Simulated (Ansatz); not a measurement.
Gas-phase electronic energies from Ansatz, PBE0-D4/def2-TZVP geometries. CCSD(T)/CBS is the MP2 limit (def2-TZVPP, def2-QZVPP) plus CCSD(T) − MP2 in def2-TZVPP, frozen cores. This one scheme is used for every species. Functionals use def2-TZVPP. B3LYP here is the variant with VWN-RPA as its local correlation; programs differ in this. For Ge outer-core shells are correlated without core-valence functions, which leaves a few kJ/mol of doubt a bond. Scalar relativity is left out up to krypton. Each species was taken in one conformer, which may not be the lowest.

Consider the ligand exchange at a Ge–S bond: `[SH][Ge][SH]` + NH₃ → `[NH2][Ge][SH]` + H₂S.

```csv
level,ΔE (kJ/mol),difference from CCSD(T)/CBS
PBE-D4,41.2,9.2
r2SCAN-D4,35.7,3.7
PBE0-D4,38.7,6.7
ωB97X-V,26.4,-5.6
ωB97M-V,29.8,-2.2
B2PLYP,31.1,-0.9
PBE0,37.3,5.3
B3LYP,32.8,0.8
HF/def2-TZVPP,24.8,-7.2
MP2/def2-TZVPP,30.1,-1.9
CCSD/def2-TZVPP,26.0,-6.0
MP2/def2-QZVPP,32.0,0.0
SCS-MP2/def2-QZVPP,28.5,-3.5
HF/CBS(def2),24.3,-7.7
MP2/CBS(def2),33.6,1.6
CCSD/CBS(def2),29.6,-2.4
CCSD(T)/CBS,32.0,0
```

Largest T1 diagnostic among the species: 0.014.

In def2-TZVPP, CCSD(T) changes the Hartree–Fock value by +3.7 kJ/mol (the triples alone add +2.5 kJ/mol) and MP2 by +5.3 kJ/mol.
